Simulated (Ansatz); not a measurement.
## Relative energy of two isomers of F3H2SbSn

Structure I: `[F][SbH][SnH]([F])[F]`, a singlet. Structure II: `[F][Sn]([F])([F])[SbH2]`, a singlet. Both are isolated molecules in the gas phase, relaxed with BLYP-D3(BJ)/def2-SVP; the shapes shown needn't be the lowest conformers.

I (Å):

```yaml
atoms:
  - { symbol: F, position_ang: [-3.7201, 0.1321, -2.8522] }
  - { symbol: F, position_ang: [-0.7059, 0.2423, -0.5944] }
  - { symbol: F, position_ang: [-3.0056, 0.5022, 1.4329] }
  - { symbol: Sb, position_ang: [-4.0277, 1.9230, -2.0869] }
  - { symbol: Sn, position_ang: [-2.0762, 1.5125, 0.0195] }
  - { symbol: H, position_ang: [-2.7504, 2.7179, -2.9916] }
  - { symbol: H, position_ang: [-1.1950, 2.7591, 0.8729] }
```

II (Å):

```xyz
7

F    -2.3679   -1.0803   -1.5969
F    -0.3798    1.2769   -1.6102
F    -1.3912    0.1356    1.0704
Sb   -4.2536    2.3913   -0.6998
Sn   -2.0052    0.6364   -0.7226
H    -3.9163    2.7059   -2.3779
H    -3.1521    3.6570   -0.2379
```

Problem. Estimate which is lower in electronic energy at CCSD(T)/def2-SVP + ΔMP2/def2-TZVPP, and by roughly how much.

Solution. The CCSD(T)/def2-SVP + ΔMP2/def2-TZVPP calculation puts structure II lower, by 0.667 eV.

Level by level:

```tsv
level	geometry	E(II) − E(I) (eV)	departure from the last row (eV)	job, with rough time for the two
BLYP-D3(BJ)/def2-SVP	BLYP-D3(BJ)/def2-SVP	−0.576	+0.091	optimisation, 30 s
HF/def2-SVP	BLYP-D3(BJ)/def2-SVP	−0.659	+0.008	part of the CCSD(T) run
MP2/def2-SVP	BLYP-D3(BJ)/def2-SVP	−0.814	−0.147	part of the CCSD(T) run
CCSD(T)/def2-SVP	BLYP-D3(BJ)/def2-SVP	−0.758	−0.091	single point
CCSD(T)/def2-SVP + ΔMP2/def2-TZVPP	BLYP-D3(BJ)/def2-SVP	−0.667		single point, 41 s
```

As drawn, II has 1 F–Sn, 1 Sb–H in place of 1 F–Sb, 1 Sn–H.

The levels shown agree on the order. The largest departure from CCSD(T)/def2-SVP + ΔMP2/def2-TZVPP is that of MP2/def2-SVP, 0.147 eV. Levels run at GFN2-xTB geometries aren't shown. The last row adds to CCSD(T) the change of the MP2 difference between the two basis sets, here +0.091 eV.

With harmonic frequencies from BLYP-D3(BJ)/def2-SVP (ideal gas, rigid rotor, one conformer each, 298.15 K, 1 atm): on the last row, ΔE + ΔZPE = −0.668 eV. A mode under 50 cm⁻¹ makes harmonic enthalpies and free energies unreliable, so none is given.

The correlated steps freeze 11 core orbitals; the filled d shell of Sb and Sn is correlated, in a basis made for valence electrons. Atoms past krypton carry core potentials in the def2 sets and no spin–orbit term is included. Codes used: Ansatz 0.2.0; the last row on 2 threads of Intel(R) Xeon(R) Platinum 8488C (Sapphire Rapids) on a shared host.
